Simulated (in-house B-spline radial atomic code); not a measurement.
## How G0W0 and RPA depend on the start: Sb VI (Sb5+)

Configuration [Kr] 4d10. Computed with a B-spline radial code for spherical atoms: all electrons, scalar-relativistic (spin-free one-electron X2C), finite nucleus, each spin shell either full or empty, empty states to l = 9 with an (l + 1/2)⁻⁴ tail; G0W0 by contour deformation at full frequency.

```json
{"start": "Hartree-Fock", "mean-field 4d (eV)": "-100.18", "G0W0 (eV)": "-100.42", "QP weight": "0.972", "RPA correlation (Eh)": "-3.4059"}
{"start": "LDA VWN5", "mean-field 4d (eV)": "-89.85", "G0W0 (eV)": "-100.20", "QP weight": "0.954", "RPA correlation (Eh)": "-3.6746"}
{"start": "PBE", "mean-field 4d (eV)": "-89.64", "G0W0 (eV)": "-100.06", "QP weight": "0.954", "RPA correlation (Eh)": "-3.6694"}
{"start": "PBE0", "mean-field 4d (eV)": "-92.63", "G0W0 (eV)": "?", "QP weight": "?", "RPA correlation (Eh)": "?"}
{"start": "r2SCAN", "mean-field 4d (eV)": "-90.31", "G0W0 (eV)": "-99.99", "QP weight": "0.957", "RPA correlation (Eh)": "-3.6205"}
{"start": "HSE06", "mean-field 4d (eV)": "-92.18", "G0W0 (eV)": "-100.15", "QP weight": "0.960", "RPA correlation (Eh)": "-3.6016"}
{"start": "B3LYP (VWN-RPA)", "mean-field 4d (eV)": "-92.04", "G0W0 (eV)": "-100.22", "QP weight": "0.959", "RPA correlation (Eh)": "-3.6129"}
{"start": "SCAN", "mean-field 4d (eV)": "-90.25", "G0W0 (eV)": "-99.96", "QP weight": "0.957", "RPA correlation (Eh)": "-3.6176"}
{"start": "TPSS", "mean-field 4d (eV)": "-89.64", "G0W0 (eV)": "-100.06", "QP weight": "0.955", "RPA correlation (Eh)": "-3.6549"}
{"start": "BHandHLYP", "mean-field 4d (eV)": "-95.43", "G0W0 (eV)": "-100.31", "QP weight": "0.965", "RPA correlation (Eh)": "-3.5304"}
{"start": "CAM-B3LYP", "mean-field 4d (eV)": "-94.01", "G0W0 (eV)": "-100.34", "QP weight": "0.963", "RPA correlation (Eh)": "-3.5869"}
{"start": "LC-wPBE", "mean-field 4d (eV)": "-95.07", "G0W0 (eV)": "-100.33", "QP weight": "0.965", "RPA correlation (Eh)": "-3.5919"}
{"start": "wB97X", "mean-field 4d (eV)": "-94.87", "G0W0 (eV)": "-100.14", "QP weight": "0.965", "RPA correlation (Eh)": "-3.5747"}
{"start": "PBEsol", "mean-field 4d (eV)": "-89.60", "G0W0 (eV)": "-100.09", "QP weight": "0.954", "RPA correlation (Eh)": "-3.6711"}
{"start": "BLYP", "mean-field 4d (eV)": "-89.45", "G0W0 (eV)": "-100.16", "QP weight": "0.953", "RPA correlation (Eh)": "-3.6713"}
{"start": "r2SCAN0", "mean-field 4d (eV)": "-93.11", "G0W0 (eV)": "-100.10", "QP weight": "0.963", "RPA correlation (Eh)": "-3.5642"}
{"start": "LDA exchange-only", "mean-field 4d (eV)": "-87.93", "G0W0 (eV)": "?", "QP weight": "?", "RPA correlation (Eh)": "?"}
```

Problem. What G0W0 level, weight and RPA correlation energy follow from the LDA exchange-only start?

Solution. G0W0 level -100.38 eV, weight 0.952, RPA correlation -3.6746 hartree.

Problem. What G0W0 level, weight and RPA correlation energy follow from the PBE0 start?

Solution. G0W0 level -100.13 eV, weight 0.961, RPA correlation -3.5968 hartree.

Problem. How much of the dependence on the start does G0W0 remove?

Solution. The mean-field levels span 12.3 eV and the G0W0 levels 0.464 eV. Against 99.51 ± 0.05 eV (NIST, measured) the G0W0 removal energies are off by +0.45 to +0.91 eV, with spin-orbit coupling, Breit and QED terms left out.
